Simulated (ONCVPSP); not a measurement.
Transferability test, ONCV potential for arsenic

| Property | Result |
| --- | --- |
| Element | As (Z = 33) |
| Generator | ONCVPSP 4.0.1 |
| Type | optimised norm-conserving Vanderbilt (ONCV) |
| Functional | PBEsol |
| Relativity | scalar-relativistic |
| Frozen core | [Ne] |
| Valence charge | 23 |
| Reference configuration | 3s2 3p6 3d10 4s2 4p3 |
| Partial waves | 3s+4s: rc 0.80 bohr, ncon 4, nbas 8, qcut 19.9 1/bohr, 2 projectors; 3p+4p: rc 0.90 bohr, ncon 5, nbas 9, qcut 13.8 1/bohr, 2 projectors; 3d: rc 1.05 bohr, ncon 4, nbas 9, qcut 14.8 1/bohr, 2 projectors, debl 3 Ha |
| Local potential | polynomial inside 0.70 bohr (lpopt 5, dvloc0 0 Ha) |
| Core correction | Teter function, fcfact 5, rcfact 1.5 |

Energies are relative to the spin-unpolarised reference configuration 3s2 3p6 3d10 4s2 4p3; without spin polarisation the order of configurations can differ from experiment.

Q: Give the all-electron excitation energy and the error of the potential for: 3s2 3p6 3d10 4s2 4p2; 3s2 3p6 3d10 4s2 4p1; 3s2 3p6 3d10 4s2 4p0; 3s2 3p6 3d10 4s1 4p3.

A:

| valence configuration | charge | ΔE all-electron (eV) | error AE − PS (meV) |
| --- | --- | --- | --- |
| 3s2 3p6 3d10 4s2 4p2 | +1 | 9.158 | -0.3 |
| 3s2 3p6 3d10 4s2 4p1 | +2 | 27.100 | -1.6 |
| 3s2 3p6 3d10 4s2 4p0 | +3 | 54.823 | -4.4 |
| 3s2 3p6 3d10 4s1 4p3 | +1 | 19.273 | -0.3 |

Levels in the configuration 3s2 3p6 3d10 4s2 4p2:

```
level  all-electron (eV)  pseudo (eV)
   3s           -199.691     -199.693
   3p           -143.251     -143.253
   3d            -50.407      -50.409
   4s            -23.382      -23.381
   4p            -13.357      -13.355
```
